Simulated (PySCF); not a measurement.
BF3H3P.
Geometry (PBE0-D3(BJ)/def2-SVP, Å), atoms numbered from 1 in this order:
```xyz
8
BF3H3P angstrom
B      1.0973   -0.0331    0.0716
P     -0.7321    0.0151   -0.0602
F     -1.4198   -0.8672   -1.1628
F     -1.4070    1.3993   -0.3668
F     -1.5730   -0.4244    1.1909
H      1.3224   -1.2039    0.3116
H      1.3135    0.7374    0.9888
H      1.4524    0.3573   -1.0252
```

Computed with PySCF at PBE0/def2-SVPD, non-relativistic, on one gas-phase PBE0-D3(BJ)/def2-SVP geometry that isn't relaxed in the solvent. The solvent is an IEF-PCM continuum (van der Waals radii × 1.2). Only the electrostatic response of the medium enters.

Gas phase at PBE0/def2-SVPD: HOMO -9.87 eV, LUMO -0.26 eV, dipole 1.13 D.

What does the continuum do to the energy, the frontier levels and the dipole at PBE0/def2-SVPD in chloroform and dichloromethane?

```tsv
solvent	ε	E(solvent) − E(gas) (kJ/mol)	polarisation term (kJ/mol)	distortion of the solute (kJ/mol)	HOMO (eV)	LUMO (eV)	dipole (D)
chloroform	4.711	-6.00	-6.55	0.55	-9.78	-0.07	1.39
dichloromethane	8.93	-7.34	-8.16	0.82	-9.77	-0.04	1.44
```

The first energy column is the sum of the next two and covers electrostatics alone. From chloroform to dichloromethane the lowering changes by a factor 1.22, Onsager's factor (ε − 1)/(2ε + 1) by 1.18 and ε itself by 1.9.

Which radius a makes the point-dipole formula ΔE = −[(ε − 1)/(2ε + 1)]·μ²/a³ give the value in dichloromethane, with the gas-phase dipole?

μ = 0.443 au and |ΔE| = 0.00280 Eh give a = 1.63 Å; the farthest nucleus lies 2.03 Å from the centroid of the nuclei, so such a sphere wouldn't even hold the nuclei. The formula assumes a rigid point dipole at the centre of a sphere.

Give the dipole vector in the frame of the coordinates (D, pointing from negative to positive charge), gas and dichloromethane.

Gas (-1.12, 0.03, -0.08), solvent (-1.44, 0.04, -0.10). Its length changes by +28 % and its direction by less than 1°.

How does the static polarisability (PBE0/def2-SVPD, frozen core, with the continuum's full static response) change?

```csv
medium,isotropic (au),principal values (au),⟨r²⟩ of the electrons (bohr²)
gas,43.6,"40.2, 40.2, 50.3",443.1
chloroform,52.0,"48.3, 48.3, 59.5",443.8
dichloromethane,53.9,"50.2, 50.2, 61.3",444.0
```

The isotropic value in dichloromethane is 1.24 times the gas-phase one; no cavity-field correction is applied. ⟨r²⟩ is taken about the centre of nuclear charge.

On one thread, Arm Neoverse V1 (aarch64), no GPU, shared host with 32 logical CPUs at a one-minute load of 10, this took 7.9 s of wall time and 0.62 GiB of memory at its peak. This is the whole response run at PBE0/def2-SVPD in dichloromethane, SCF included.
